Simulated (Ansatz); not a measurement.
GaCl2(OH) (GaCl₂OH). Total charge 0; singlet. Geometry PBE0-D4/def2-SVP; atoms count from 1.

```xyz
5

Ga    0.329    0.027   -0.221
Cl    1.234   -0.622   -2.024
Cl    1.376    1.334    1.096
O    -1.298   -0.538    0.157
H    -1.642   -0.202    0.992
```

Question: Estimate the Mulliken populations from the PBE0/def2-TZVP orbitals of Ansatz.

Answer: 
| atom | charge (e) |
| --- | --- |
| Ga1 | 0.67 |
| Cl2 | -0.23 |
| Cl3 | -0.25 |
| O4 | -0.52 |
| H5 | 0.33 |
Mulliken values depend strongly on the basis.

Question: And the Mayer bond orders between heavy atoms (over 0.3)?

Answer: Ga1–Cl2 1.15 (2.12 Å); Ga1–Cl3 1.12 (2.13 Å); Ga1–O4 1.19 (1.76 Å).
